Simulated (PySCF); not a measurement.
Assigning NMR signals

Mapped SMILES: `[CH2:1]=[C:2]1[C@@H:3]([O:4][SiH2:5][F:6])[C@H:7]1[CH:8]([F:9])[F:10]`. Each H is labelled by its parent atom. Ha(C1) is cis to C3; Ha(Si5) is pro-R; Hb(Si5) is pro-S; Hb(C1) is trans to C3.

- shielding tensors at PBE0/pcSseg-1 (GIAO)
- GFN2-xTB structure
- program: PySCF 2.14
- a single conformation, gas phase, non-relativistic Hamiltonian

Chemical shifts δ = σref − σ; ¹³C and ¹H against TMS, all at this level.

Question: Assign these signals to the numbered atoms. ¹³C{¹H} NMR (computed): δ 139.9 (C), 121.8 (CH), 119.7 (CH2), 53.8 (CH), 30.4 (CH).

Answer: 
| δ (ppm) | atoms | environment | reason |
| --- | --- | --- | --- |
| 139.9 | C2 | fully substituted alkene carbon | as expected for a trigonal carbon in a double bond |
| 121.8 | C8 | sp3 CH bonded to 2 F | 2 electronegative neighbours deshield it |
| 119.7 | C1 | terminal =CH2 carbon | as expected for a trigonal carbon in a double bond |
| 53.8 | C3 | three-membered-ring carbon | pulled downfield by the heteroatom |
| 30.4 | C7 | three-membered-ring carbon | – |

Question: Assign these signals to the numbered atoms. ¹H NMR (400 MHz, computed): δ 6.38 (m, 1H), 6.30 (m, 1H), 6.09 (m, 1H), 4.98 (m, 1H), 4.61 (m, 1H), 4.47 (m, 1H), 2.12 (m, 1H).

Answer: 
6.38 → Ha(C1), hydrogen on a terminal =CH2 carbon: attached to an sp2 carbon and in the plane of the double bond
6.30 → Hb(C1), hydrogen on a terminal =CH2 carbon
6.09 → H(C8), hydrogen on an sp3 CH bonded to 2 F: its carbon carries F, hence the downfield position
4.98 → Ha(Si5), hydrogen on a silicon bonded to F, O
4.61 → Hb(Si5), hydrogen on a silicon bonded to F, O
4.47 → H(C3), hydrogen on a three-membered-ring carbon: its carbon carries O, hence the downfield position
2.12 → H(C7), hydrogen on a three-membered-ring carbon

Ha(C1) and Hb(C1) lie closer than the usual error of such a calculation, so a measured spectrum could show them in the other order.

Splittings by ¹⁹F in the carbon and heteronuclear signals aren't shown, as no couplings were computed. Shifts are as computed. Against solution values, carbons near 30 ppm lie about +3 ppm off and those near 130 ppm about +5 ppm. Of 1211 compounds with measured shifts, 218 miss one by over three times the rms of a fit or turn the order of signals round; such compounds aren't used in these exercises. No couplings were computed; multiplicities are counted from neighbouring protons, with m where these are inequivalent, close in shift, in a saturated or five-membered ring or joined by F or P, and br s for small geminal =CH2 splittings.
